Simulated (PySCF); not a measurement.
**Radial density of Kr²⁺ (krypton, charge +2)**

M06-L, [Ar] 3d10 4s2 4p4, high-spin 3P determinant. All numbers are calculated (PySCF 2.14, scalar relativity by spin-free X2C-1e, in x2c-SVPall (5s4p3d, 32 functions)).

```json
{"r (bohr)": "0.000580", "4πr²ρ (e/bohr)": "0.2224", "4πr²(ρα − ρβ)": "0.0000"}
{"r (bohr)": "0.000975", "4πr²ρ (e/bohr)": "0.6015", "4πr²(ρα − ρβ)": "0.0000"}
{"r (bohr)": "0.00164", "4πr²ρ (e/bohr)": "1.529", "4πr²(ρα − ρβ)": "0.0000"}
{"r (bohr)": "0.00276", "4πr²ρ (e/bohr)": "3.575", "4πr²(ρα − ρβ)": "0.0001"}
{"r (bohr)": "0.00464", "4πr²ρ (e/bohr)": "8.094", "4πr²(ρα − ρβ)": "0.0002"}
{"r (bohr)": "0.00780", "4πr²ρ (e/bohr)": "16.86", "4πr²(ρα − ρβ)": "0.0005"}
{"r (bohr)": "0.0131", "4πr²ρ (e/bohr)": "30.36", "4πr²(ρα − ρβ)": "0.0018"}
{"r (bohr)": "0.0221", "4πr²ρ (e/bohr)": "42.85", "4πr²(ρα − ρβ)": "0.0080"}
{"r (bohr)": "0.0371", "4πr²ρ (e/bohr)": "42.83", "4πr²(ρα − ρβ)": "0.0317"}
{"r (bohr)": "0.0625", "4πr²ρ (e/bohr)": "36.84", "4πr²(ρα − ρβ)": "0.0921"}
{"r (bohr)": "0.105", "4πr²ρ (e/bohr)": "50.21", "4πr²(ρα − ρβ)": "0.1211"}
{"r (bohr)": "0.177", "4πr²ρ (e/bohr)": "44.99", "4πr²(ρα − ρβ)": "0.0030"}
{"r (bohr)": "0.297", "4πr²ρ (e/bohr)": "30.15", "4πr²(ρα − ρβ)": "0.1837"}
{"r (bohr)": "0.500", "4πr²ρ (e/bohr)": "35.27", "4πr²(ρα − ρβ)": "0.1915"}
{"r (bohr)": "0.841", "4πr²ρ (e/bohr)": "11.03", "4πr²(ρα − ρβ)": "0.2458"}
{"r (bohr)": "1.41", "4πr²ρ (e/bohr)": "5.144", "4πr²(ρα − ρβ)": "1.5161"}
{"r (bohr)": "2.38", "4πr²ρ (e/bohr)": "1.404", "4πr²(ρα − ρβ)": "0.4947"}
{"r (bohr)": "4.00", "4πr²ρ (e/bohr)": "0.07624", "4πr²(ρα − ρβ)": "0.0308"}
{"r (bohr)": "6.73", "4πr²ρ (e/bohr)": "1.152e-05", "4πr²(ρα − ρβ)": "0.0000"}
```

Densities and radii are taken from the X2C orbitals without a picture-change correction, which distorts them close to the nucleus.
